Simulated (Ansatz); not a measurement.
Calculated with Ansatz (gas phase, PBE0-D4/def2-TZVP geometries, no zero-point term in ΔE). CCSD(T)/CBS adds triple-zeta CCSD(T) − MP2 to the extrapolated MP2 energy (def2 sets, frozen cores). This one scheme is used for every species. DFT in def2-TZVPP. One conformer a species, not always the lowest.

Consider the formal loss of a carbene: `F[CH2][AlH][F]` → `[F][AlH2]` + `[CH]F`.

```csv
species,B97M-V energy (Eh)
`F[CH2][AlH][F]`,-482.06309
`[F][AlH2]`,-343.49336
`[CH]F`,-138.42932
```

**Question.** Work out ΔE.

**Answer.** ΔE = (-343.49336) + (-138.42932) − (-482.06309) = 0.14041 Eh = +368.6 kJ/mol. CCSD(T)/CBS gives +373.1 kJ/mol.

**Question.** What do rigid-rotor, harmonic-oscillator terms from PBE0-D4/def2-TZVP frequencies (298.15 K, 1 bar) make of the CCSD(T)/CBS value? (Best estimate.)

**Answer.** Ansatz gave: ΔZPE = -27.1 kJ/mol, ΔH = +350.0 kJ/mol, ΔS = 147 J/(mol·K), ΔG = +306.3 kJ/mol.

Largest T1 diagnostic among the species: 0.018.

In def2-TZVPP, CCSD(T) changes the Hartree–Fock value by +41.5 kJ/mol (the triples alone add +2.3 kJ/mol) and MP2 by +68.3 kJ/mol. From PBE to PBE0 (25 % exact exchange), in def2-TZVPP and without D4, ΔE moves by +5.8 kJ/mol.
